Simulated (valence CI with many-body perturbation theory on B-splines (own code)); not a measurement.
Ir LXXII in brief

Computed by configuration interaction combined with many-body perturbation theory (CI+MBPT): four valence electrons over a frozen Dirac-Fock core [He], a basis of 11 s, 11 p, 9 d, 7 f, 5 g, 2 h, 1 i functions for each j, with the one-electron correlation potential Σ1, the two-electron term Σ2, the three-electron term Σ3, Breit, model QED; selected CI, second order for the rest (own B-spline code, finite nucleus).

No measured spectrum was set against this ion. As an estimate, large intervals hold to a few tenths of a per cent, small ones and those within an open d or f shell to about a per cent. Among the levels kept, up to 310 cm⁻¹ of a level comes from second order outside the variational space, and about a tenth of that is noise between levels of different J, which matters for small intervals.

Levels are named by their leading jj configuration (3d3/2^4 stands for four electrons in 3d with j = 3/2), which in mixed levels can hold well under half, so a name can repeat and another be missing.

Rates and lifetimes use the calculated energies. Strong lines usually hold to 10 to 20 %, long lifetimes can be off by a factor of two.

What is the ground level?

(2s^2 2p1/2^2) J=0, composition 68 % 2s²2p² ³P + 32 % 2s²2p² ¹S.

What are the static dipole polarisabilities of the lowest levels?

(2s^2 2p1/2^2) J=0 5.95e-05 bohr³, of which the core gives 1.80e-07.

What is the ionisation energy?

20214 eV; NIST lists 20210 ± 60 eV (theoretical).

Where does the other parity begin?

At (2s 2p1/2^2 2p3/2) J=2, 16306 × 10³ cm⁻¹.

Among levels below 115680 × 10³ cm⁻¹, which E1 lines absorb most strongly from the ground level?

to (2s^2 2p1/2 3d3/2) J=1 at 0.1020 nm, f = 1.08; to (2s 2p1/2^2 3p1/2) J=1 at 0.1048 nm, f = 0.314; to (2s 2p1/2^2 2p3/2) J=1 at 0.5863 nm, f = 0.287.
